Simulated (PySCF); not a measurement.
Atom-mapped SMILES (the numbers label the heavy atoms): `[CH:1]#[C:2][c:3]1[cH:4][c:5]([OH:6])[cH:7][cH:8][c:9]1[Cl:10]`; H(Xn) means a hydrogen on atom n.

PySCF 2.14 calculation with NMR shieldings at PBE0/pcSseg-1/GIAO and geometry from GFN2-xTB; single conformer, non-relativistic Hamiltonian, isolated molecule.

List the cross peaks expected in HSQC, COSY and HMBC spectra.

Answers



HSQC (one-bond C–H):
```
          δH          δC
7.57 (H(C8))  136.6 (C8)
7.11 (H(C7))  121.6 (C7)
6.96 (H(C4))  123.4 (C4)
3.09 (H(C1))   94.3 (C1)
```

COSY cross peaks (H two or three bonds apart, from the bond graph; peaks can be absent where the dihedral angle is near 90°):
```
          δH            δH
7.57 (H(C8))  7.11 (H(C7))
```

HMBC (two and three bonds, from the bond graph):
```
          δH                                                         δC
7.57 (H(C8))             161.6 (C5), 140.6 (C9), 127.3 (C3), 121.6 (C7)
7.11 (H(C7))             161.6 (C5), 140.6 (C9), 136.6 (C8), 123.4 (C4)
6.96 (H(C4))  161.6 (C5), 140.6 (C9), 127.3 (C3), 121.6 (C7), 85.0 (C2)
3.09 (H(C1))                                      127.3 (C3), 85.0 (C2)
```

Shifts are taken against calculated references (same method and geometry level): $^{1}$H (σ = 31.72 ppm) and $^{13}$C (σ = 186.93 ppm) against TMS.

The OH or NH signal is concentration- and solvent-dependent in practice; the value given is the gas-phase one. Carbons that carry Cl, above all several Cl atoms, come out too deshielded, partly because spin–orbit coupling is missing. Shifts are as computed. Against solution values, carbons near 30 ppm lie about +3 ppm off and those near 130 ppm about +5 ppm; carbons on Cl a further +6 ppm. Of 1211 compounds with measured shifts, 218 miss one by over three times the rms of a fit or turn the order of signals round; such compounds aren't used in these exercises.
